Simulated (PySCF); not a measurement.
**Telling isomers of C4H8F2O2Si apart by NMR**

PySCF 2.14.0 with density-fitted response routines calculation with coordinates at the GFN2-xTB level and shieldings: GIAO PBE0/pcSseg-1; isolated molecule, non-relativistic Hamiltonian, one conformer, rapidly exchanging positions averaged.

References, each an isolated molecule treated in the same way: ¹H (31.72 ppm), ¹³C (186.93 ppm) vs TMS. Splittings of carbon signals by F and P are missing where no couplings were computed. Where no couplings were computed, multiplicities follow the n + 1 count of equivalent neighbours, and m marks all less simple cases (inequivalent or close neighbours, rings, F or P nearby). Shifts are as computed. Against solution values, carbons near 30 ppm lie about +3 ppm off and those near 130 ppm about +5 ppm. Of 1309 compounds with measured shifts, 239 miss one by over three times the rms of a fit or turn the order of signals round; such compounds aren't used in these exercises.

(1) Tabulate the signals of `C=C(O[SiH3])OCC(F)F`, `CO[SiH2]C(OC)=C(F)F`, `C=C(CO[SiH3])OC(F)F`, `FC(F)[C@H]1CCO[SiH2]O1`, `C=C(OC[SiH3])OC(F)F`, `C=C(COC(F)F)O[SiH3]` and their relative energies.

(2) What is the quickest way to tell CO[SiH2]C(OC)=C(F)F from FC(F)[C@H]1CCO[SiH2]O1?

(3) What is the quickest way to tell C=C(O[SiH3])OCC(F)F from CO[SiH2]C(OC)=C(F)F?

(4) What is the quickest way to tell C=C(OC[SiH3])OC(F)F from C=C(COC(F)F)O[SiH3]?

## Answers

(1) 
```json
{"SMILES": "C=C(O[SiH3])OCC(F)F", "carbon types": "1×C 1×CH 2×CH2", "δC": "167.8, 121.8, 72.5, 63.2", "δH": "6.40 (m, 1H), 4.83 (s, 3H), 4.02 (m, 2H), 3.72 (br s, 1H), 3.20 (br s, 1H)", "E rel. (kcal/mol)": "46.8"}
{"SMILES": "CO[SiH2]C(OC)=C(F)F", "carbon types": "2×C 2×CH3", "δC": "165.7, 124.6, 60.3, 54.5", "δH": "5.09 (s, 2H), 3.99 (s, 3H), 3.91 (s, 3H)", "E rel. (kcal/mol)": "63.0"}
{"SMILES": "C=C(CO[SiH3])OC(F)F", "carbon types": "1×C 1×CH 2×CH2", "δC": "165.0, 122.1, 93.2, 67.5", "δH": "6.66 (m, 1H), 4.96 (m, 1H), 4.90 (s, 3H), 4.80 (m, 1H), 4.47 (s, 2H)", "E rel. (kcal/mol)": "47.8"}
{"SMILES": "FC(F)[C@H]1CCO[SiH2]O1", "carbon types": "2×CH 2×CH2", "δC": "124.3, 73.9, 63.7, 31.8", "δH": "6.44 (m, 1H), 5.19 (m, 1H), 4.90 (m, 1H), 4.88 (m, 1H), 4.32 (m, 1H), 4.26 (m, 1H), 2.40 (m, 1H), 1.91 (m, 1H)", "E rel. (kcal/mol)": "0.0"}
{"SMILES": "C=C(OC[SiH3])OC(F)F", "carbon types": "1×C 1×CH 2×CH2", "δC": "171.3, 120.3, 64.5, 57.4", "δH": "6.98 (m, 1H), 4.07 (t, 3H), 3.92 (br s, 1H), 3.72 (q, 2H), 3.41 (br s, 1H)", "E rel. (kcal/mol)": "69.0"}
{"SMILES": "C=C(COC(F)F)O[SiH3]", "carbon types": "1×C 1×CH 2×CH2", "δC": "157.0, 123.0, 102.0, 70.0", "δH": "6.54 (m, 1H), 5.07 (s, 3H), 4.89 (br s, 1H), 4.63 (s, 2H), 4.56 (br s, 1H)", "E rel. (kcal/mol)": "44.8"}
```

Energies are electronic energies at PBE0/pcSseg-1 on these geometries, without zero-point or thermal terms, each for the one conformer computed, which needn't be the lowest.

(2) Both give the same number of carbon signals, but DEPT or the intensities differ. The first has a β carbon of an enol-ether or enamine type C=C (C) at 165.7 ppm, the second an sp3 CH bonded to 2 F at 124.3 ppm. In the proton spectra the most deshielded non-exchanging signals are 5.09 (s, 2H) and 6.44 (m, 1H).

(3) Both give the same number of carbon signals, but DEPT or the intensities differ. The first has an sp3 CH bonded to 2 F at 121.8 ppm, the second a methyl carbon bonded to O (CH3) at 60.3 ppm. Their most deshielded carbons lie at 167.8 and 165.7 ppm. In the proton spectra the most deshielded non-exchanging signals are 6.40 (m, 1H) and 5.09 (s, 2H).

(4) Both give the same number of carbon signals, with the same numbers of each carbon type, so the positions decide. The first has an alkene carbon bearing oxygen (C) at 171.3 ppm, the second a β carbon of an enol-ether or enamine type C=C (CH2) at 102.0 ppm. Their most deshielded carbons lie at 171.3 and 157.0 ppm. In the proton spectra the most deshielded non-exchanging signals are 6.98 (m, 1H) and 6.54 (m, 1H).
